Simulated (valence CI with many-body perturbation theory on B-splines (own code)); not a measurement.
# E1 line list for Sn36+

Computed by valence CI with perturbative core correlation (CI+MBPT): four valence electrons over a frozen Dirac-Fock core [Ne], a basis of 11 s, 11 p, 10 d, 8 f, 5 g, 2 h functions for each j, with the one-electron correlation potential Σ1 (screened to all orders), the two-electron term Σ2, the three-electron term Σ3, Breit, model QED; selected single and double excitations, second order for the rest, scaled by the run's own slope (own B-spline code, finite nucleus).

No measured spectrum was set against this ion. As an estimate, large intervals hold to a few tenths of a per cent, small ones and those within an open d or f shell to about a per cent. Among the levels kept, up to 690 cm⁻¹ of a level comes from second order outside the variational space, and about a tenth of that is noise between levels of different J, which matters for small intervals.

Lines 1 to 50 of 552 in falling wavelength, among levels below 547.28 eV, chosen from the strongest by gf and those to the six lowest levels. Wavelengths and rates use the calculated energies. Electric multipoles are in the length gauge with retardation, E1 and E2 with the static RPA response of the core. Weak lines are less certain than strong ones. Lines between different terms over intervals too small for the method are left out, as are lines whose strength nearly cancels. Where a level lies close to another of its J and parity, the split of strength between their lines is uncertain. The highest levels of a list are the least certain.

Levels are named by their leading jj configuration (3d3/2^4 stands for four electrons in 3d with j = 3/2), which in mixed levels can hold well under half, so a name can repeat and another be missing. Letters in brackets count levels of one name in rising energy.

```csv
λ vac (Å),Upper,Lower,A (s⁻¹),S (a.u.) with core polarisation,S without
413.0,(3s 3p1/2^2 3p3/2) J=2,(3s^2 3p3/2^2) J=2,4.72e+06,8.20e-04,8.38e-04
350.3,(3s 3p1/2^2 3p3/2) J=1,(3s^2 3p3/2^2) J=0,6.40e+06,4.08e-04,4.17e-04
257.5,(3s 3p1/2^2 3p3/2) J=1,(3s^2 3p3/2^2) J=2,9.26e+07,2.34e-03,2.39e-03
185.7,(3s 3p1/2 3d3/2 3d5/2) J=5,(3s 3p3/2^2 3d5/2) J=4 [b],1.30e+09,4.51e-02,4.61e-02
171.3,(3s^2 3p1/2 3d3/2) J=2,(3s^2 3p3/2^2) J=2,4.37e+07,5.41e-04,5.54e-04
167.3,(3s 3p1/2 3p3/2^2) J=2 [a],(3s^2 3p3/2^2) J=2,4.13e+08,4.78e-03,4.89e-03
155.2,(3p1/2 3p3/2^2 3d5/2) J=5,(3s 3p3/2^2 3d5/2) J=4 [c],5.18e+09,1.05e-01,1.07e-01
150.3,(3s^2 3p1/2 3d3/2) J=1,(3s^2 3p3/2^2) J=0,2.66e+08,1.33e-03,1.36e-03
148.4,(3s 3p1/2 3p3/2^2) J=3,(3s^2 3p3/2^2) J=2,2.35e+09,2.65e-02,2.71e-02
147.2,(3s 3p1/2^2 3p3/2) J=2,(3s^2 3p1/2 3p3/2) J=2,2.47e+09,1.95e-02,1.99e-02
144.8,(3s 3p1/2 3p3/2 3d5/2) J=5,(3s^2 3p3/2 3d5/2) J=4,5.14e+09,8.46e-02,8.65e-02
138.2,(3p1/2^2 3p3/2 3d5/2) J=3,(3s 3p1/2 3p3/2 3d5/2) J=3 [e],4.37e+09,3.99e-02,4.08e-02
137.8,(3s 3p1/2^2 3p3/2) J=2,(3s^2 3p1/2 3p3/2) J=1,3.68e+09,2.37e-02,2.43e-02
137.0,(3p1/2^2 3p3/2 3d5/2) J=4,(3s 3p1/2 3p3/2 3d5/2) J=3 [d],5.06e+09,5.77e-02,5.90e-02
136.0,(3p1/2^2 3p3/2 3d5/2) J=4,(3s 3p1/2 3p3/2 3d5/2) J=4 [d],3.05e+09,3.40e-02,3.48e-02
135.7,(3p1/2 3p3/2^2 3d5/2) J=3 [b],(3s 3p3/2^2 3d5/2) J=2 [b],6.14e+09,5.30e-02,5.42e-02
133.5,(3s 3p1/2 3p3/2^2) J=1 [a],(3s^2 3p3/2^2) J=0,2.29e+09,8.06e-03,8.24e-03
132.2,(3p1/2^2 3p3/2 3d3/2) J=3,(3s 3p1/2 3p3/2 3d3/2) J=3 [b],4.57e+09,3.65e-02,3.73e-02
130.2,(3s^2 3p1/2 3d3/2) J=1,(3s^2 3p3/2^2) J=2,7.94e+08,2.59e-03,2.65e-03
129.2,(3p1/2^2 3p3/2 3d5/2) J=4,(3s 3p1/2 3p3/2 3d5/2) J=3 [c],4.29e+09,4.11e-02,4.20e-02
127.3,(3s 3p1/2 3p3/2 3d5/2) J=3 [e],(3s^2 3p3/2 3d5/2) J=3,4.52e+09,3.22e-02,3.29e-02
125.8,(3p1/2^2 3p3/2 3d5/2) J=4,(3s 3p1/2 3p3/2 3d5/2) J=4 [c],3.52e+09,3.11e-02,3.18e-02
125.5,(3p1/2^2 3p3/2 3d3/2) J=2,(3s 3p1/2 3p3/2 3d5/2) J=2 [a],7.49e+09,3.65e-02,3.73e-02
125.4,(3s 3p1/2 3d5/2^2) J=3,(3s 3p3/2^2 3d5/2) J=2 [a],4.93e+09,3.36e-02,3.43e-02
125.0,(3p1/2 3p3/2^2 3d5/2) J=2 [b],(3s 3p3/2^2 3d5/2) J=3 [b],7.50e+09,3.61e-02,3.69e-02
124.5,(3s 3p1/2 3d3/2 3d5/2) J=4 [c],(3s 3p3/2^2 3d5/2) J=5,3.84e+09,3.29e-02,3.36e-02
123.6,(3s^2 3p1/2 3d5/2) J=2,(3s^2 3p3/2^2) J=2,7.42e+08,3.46e-03,3.53e-03
122.7,(3s^2 3p1/2 3d5/2) J=3,(3s^2 3p3/2^2) J=2,1.87e+09,1.20e-02,1.22e-02
122.6,(3p1/2^2 3p3/2 3d5/2) J=3,(3s 3p1/2 3p3/2 3d5/2) J=4 [d],4.95e+09,3.15e-02,3.22e-02
121.1,(3s 3p1/2^2 3p3/2) J=1,(3s^2 3p1/2 3p3/2) J=2,9.40e+09,2.48e-02,2.53e-02
120.6,(3s 3p1/2^2 3d5/2) J=2,(3s 3p1/2 3p3/2^2) J=3,1.29e+10,5.60e-02,5.72e-02
120.4,(3s 3p1/2 3d5/2^2) J=5,(3s 3p3/2^2 3d5/2) J=5,4.67e+09,4.42e-02,4.52e-02
120.3,(3s 3p1/2 3p3/2^2) J=1 [b],(3s^2 3p3/2^2) J=0,2.70e+09,6.96e-03,7.12e-03
119.1,(3p1/2^2 3p3/2 3d5/2) J=2,(3s 3p1/2 3p3/2 3d5/2) J=2 [c],1.30e+10,5.40e-02,5.51e-02
118.5,(3s 3p1/2 3p3/2 3d5/2) J=2 [c],(3s^2 3p3/2 3d5/2) J=2,8.63e+09,3.55e-02,3.63e-02
117.4,(3p1/2^2 3p3/2 3d3/2) J=3,(3s 3p1/2 3p3/2 3d5/2) J=3 [a],6.49e+09,3.62e-02,3.70e-02
117.3,(3s 3p1/2 3p3/2^2) J=1 [a],(3s^2 3p3/2^2) J=2,1.15e+09,2.75e-03,2.81e-03
117.0,(3s 3p1/2 3d3/2 3d5/2) J=3 [d],(3s 3p3/2^2 3d3/2) J=4,6.66e+09,3.68e-02,3.76e-02
114.7,(3s 3p1/2^2 3p3/2) J=1,(3s^2 3p1/2 3p3/2) J=1,2.14e+09,4.78e-03,4.88e-03
114.5,(3p1/2 3p3/2^2 3d5/2) J=3 [a],(3s 3p3/2^2 3d5/2) J=4 [a],1.26e+10,6.54e-02,6.69e-02
114.3,(3p1/2^2 3p3/2 3d5/2) J=3,(3s 3p1/2 3p3/2 3d5/2) J=4 [c],1.27e+10,6.54e-02,6.68e-02
113.5,(3s 3p1/2 3d3/2 3d5/2) J=2 [c],(3s 3p3/2^2 3d3/2) J=3,8.02e+09,2.89e-02,2.96e-02
112.9,(3p1/2^2 3p3/2 3d5/2) J=2,(3s 3p1/2 3p3/2 3d5/2) J=3 [b],2.20e+10,7.80e-02,7.97e-02
112.2,(3s 3p1/2 3p3/2 3d5/2) J=3 [d],(3s^2 3p3/2 3d5/2) J=4,5.60e+09,2.73e-02,2.79e-02
111.4,(3s 3p1/2 3p3/2^2) J=2 [b],(3s^2 3p3/2^2) J=2,5.76e+09,1.97e-02,2.01e-02
109.5,(3p1/2^2 3p3/2 3d3/2) J=3,(3s 3p1/2 3p3/2 3d5/2) J=4 [b],1.37e+10,6.23e-02,6.36e-02
109.4,(3s 3p1/2 3d5/2^2) J=5,(3s 3p3/2^2 3d5/2) J=4 [a],4.20e+09,2.99e-02,3.05e-02
107.4,(3p1/2^2 3p3/2 3d5/2) J=4,(3s 3p1/2 3p3/2 3d5/2) J=5,3.38e+10,1.86e-01,1.90e-01
107.1,(3p1/2^2 3p3/2 3d3/2) J=2,(3s 3p1/2 3p3/2 3d3/2) J=3 [a],2.20e+10,6.67e-02,6.82e-02
107.1,(3s 3p1/2 3p3/2^2) J=1 [b],(3s^2 3p3/2^2) J=2,5.49e+09,9.97e-03,1.02e-02
```
